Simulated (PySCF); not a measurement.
# Ga+: excitation energy

Ga+ [Ar] 3d10 4s2 (1S) → Ga+ [Ar] 3d9 4s2 4p1 (high-spin determinant), as a difference of total energies. Calculation: PySCF 2.14, in def2-TZVPPD (7s5p5d1f, 54 functions); no relativity, point nucleus. Correlated levels: valence and next inner shell: [Ne] frozen. The calculations carry no spin-orbit coupling.

```csv
method,excitation energy (cm⁻¹)
UHF,161160
MP2 (valence and next inner shell),176280
SCS-MP2 (valence and next inner shell),174530
CCSD (valence and next inner shell),171690
CCSD(T) (valence and next inner shell),171010
```

A first-order spin-orbit estimate (lowest level to lowest level, LS coupling) adds -0.115 eV.

The upper state lies above the first ionisation limit, where it may autoionise and the basis confines it.

The coupled-cluster amplitudes are large for the upper state (T1 above 0.03 or a double amplitude above 0.15), so a single reference is strained.

The determinant of the upper state mixes LS terms, which raises its energy above the lowest term, most at the Hartree-Fock and MP2 levels.
